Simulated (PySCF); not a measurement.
CH₃Si, SMILES C=[SiH], multiplicity 2.

The structure is a stationary point at PBE0-D3(BJ)/def2-TZVP. The isomer is the one that the SMILES or the coordinates give; other isomers of the formula were not compared.

Two levels are set side by side: PBE/def2-TZVPD (PySCF) and r2SCAN/def2-TZVPD (PySCF). Same geometry, gas phase. Differences are taken from unrounded values.

```
quantity                     r2SCAN   PBE  PBE minus r2SCAN
---------------------------  ------  ----  ----------------
α-spin orbital gap (eV)        3.77  3.47             -0.29
β-spin orbital gap (eV)        2.35  1.57             -0.78
dipole moment (D)              0.54  0.53             -0.01
mean polarisability (bohr³)    48.6  49.4               0.8
```

Rough cost on one machine, each run with all the roots and properties that it gave: r2SCAN against PBE about 2 times.
